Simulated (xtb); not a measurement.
Cd(OH)(SiH3) (CdH₄OSi), SMILES [OH][Cd][SiH3]. All values are semi-empirical tight-binding results from xtb (GFN2-xTB unless named), good for trends rather than for accurate numbers. The structure is a stationary point at GFN2-xTB. Other conformers were not sampled.

For metal compounds this method's bond lengths and energies can be far off.

Computed properties:
```yaml
point_group_as_xtb_finds_it: Cs
orbital_gap: 3.40 eV
zero_point_energy: 21.1 kcal/mol
G − E(el) at 298.15 K (modified RRHO): 1.3 kcal/mol
```
